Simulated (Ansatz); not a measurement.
`F[SiH2][SiH](Cl)Cl` + `N[SiH](F)F` → `F[SiH](F)N[SiH](Cl)Cl` + `F[SiH3]`  (cleavage of the Si–Si bond)

Isolated molecules relaxed with PBE0-D4/def2-TZVP in Ansatz; ΔE leaves out vibrations. CCSD(T)/CBS is the MP2 limit (def2-TZVPP, def2-QZVPP) plus CCSD(T) − MP2 in def2-TZVPP, frozen cores. This one scheme is used for every species. Functionals use def2-TZVPP. B3LYP here is the variant with VWN-RPA as its local correlation; programs differ in this. Each species was taken in one conformer, which may not be the lowest.

`F[SiH2][SiH](Cl)Cl`:

Z-matrix (Å, degrees):
```
Si
Si 1 2.343
F 1 1.602 2 110.0
H 1 1.485 2 110.0 3 -119.3
H 1 1.483 2 109.2 3 119.3
Cl 2 2.054 1 105.5 3 -180.0
Cl 2 2.048 1 110.0 3 -61.6
H 2 1.480 1 116.3 3 60.8
```

`N[SiH](F)F`:

Z-matrix (Å, degrees):
```
Si
F 1 1.586
F 1 1.591 2 104.6
N 1 1.684 2 108.1 3 122.7
H 1 1.470 2 111.4 3 -115.3
H 4 1.006 1 121.4 2 160.3
H 4 1.007 1 122.6 2 -42.8
```

`F[SiH](F)N[SiH](Cl)Cl`:

Z-matrix (Å, degrees):
```
Si
F 1 1.586
N 1 1.708 2 105.6
F 1 1.583 2 107.3 3 118.9
H 1 1.466 2 109.7 3 -124.4
Si 3 1.706 1 130.0 2 -177.1
H 3 1.013 1 114.2 2 2.7
Cl 6 2.041 3 110.6 1 124.3
Cl 6 2.039 3 106.3 1 4.6
H 6 1.472 3 114.0 1 -115.6
```

`F[SiH3]`:

Cartesian coordinates in Å:
```
F -1.145 -1.020 -0.285
Si 0.030 0.026 0.007
H 0.129 0.218 1.473
H -0.307 1.304 -0.663
H 1.293 -0.529 -0.533
```

```json
{"level": "PBE-D4", "ΔE (kJ/mol)": "-61.1", "difference from CCSD(T)/CBS": "22.6"}
{"level": "B3LYP-D4", "ΔE (kJ/mol)": "-79.1", "difference from CCSD(T)/CBS": "4.6"}
{"level": "B2PLYP", "ΔE (kJ/mol)": "-81.7", "difference from CCSD(T)/CBS": "2.0"}
{"level": "r2SCAN", "ΔE (kJ/mol)": "-76.3", "difference from CCSD(T)/CBS": "7.4"}
{"level": "PBE0", "ΔE (kJ/mol)": "-65.4", "difference from CCSD(T)/CBS": "18.3"}
{"level": "HF/def2-TZVPP", "ΔE (kJ/mol)": "-92.0", "difference from CCSD(T)/CBS": "-8.3"}
{"level": "MP2/def2-TZVPP", "ΔE (kJ/mol)": "-93.8", "difference from CCSD(T)/CBS": "-10.1"}
{"level": "CCSD(T)/def2-TZVPP", "ΔE (kJ/mol)": "-86.4", "difference from CCSD(T)/CBS": "-2.7"}
{"level": "MP2/def2-QZVPP", "ΔE (kJ/mol)": "-92.6", "difference from CCSD(T)/CBS": "-8.9"}
{"level": "CCSD/CBS(def2)", "ΔE (kJ/mol)": "-84.2", "difference from CCSD(T)/CBS": "-0.5"}
{"level": "CCSD(T)/CBS", "ΔE (kJ/mol)": "-83.7", "difference from CCSD(T)/CBS": "0"}
```

Largest T1 diagnostic among the species: 0.011.

The D4 term adds −6.5 kJ/mol with B3LYP and −3.6 kJ/mol with PBE0; it sums over pairs of atoms, weighted by their polarisabilities, and B3LYP, whose exchange is more repulsive, gets the larger term. From PBE to PBE0 (25 % exact exchange), in def2-TZVPP and without D4, ΔE moves by −8.4 kJ/mol.
